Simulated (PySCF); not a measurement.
Br2F2Si. Atoms are numbered in the order given.

```xyz
5

F      0.0000    -1.2872     1.6148
Si     0.0000     0.0000     0.6633
F      0.0000     1.2872     1.6148
Br    -1.8089     0.0000    -0.5479
Br     1.8089     0.0000    -0.5479
```

Geometry optimised at PBE0-D3(BJ)/def2-SVP.

Computed with PBE/def2-TZVP run with PySCF.

Symmetry labels are those of the subgroup C2v that the program uses (full group C2v).

Computed valence orbital energies around the gap with their symmetry:
```
orbital  symmetry  energy (eV)
-------  --------  -----------
HOMO−7         A2       -10.90
HOMO−6         A1       -10.71
HOMO−5         B2       -10.58
HOMO−4         B1        -9.57
HOMO−3         A1        -8.56
HOMO−2         B2        -8.33
HOMO−1         A2        -7.98
HOMO           B1        -7.79
LUMO           A1        -1.81
LUMO+1         B2        -0.40
LUMO+2         A1        -0.03
LUMO+3         B1         0.51
```
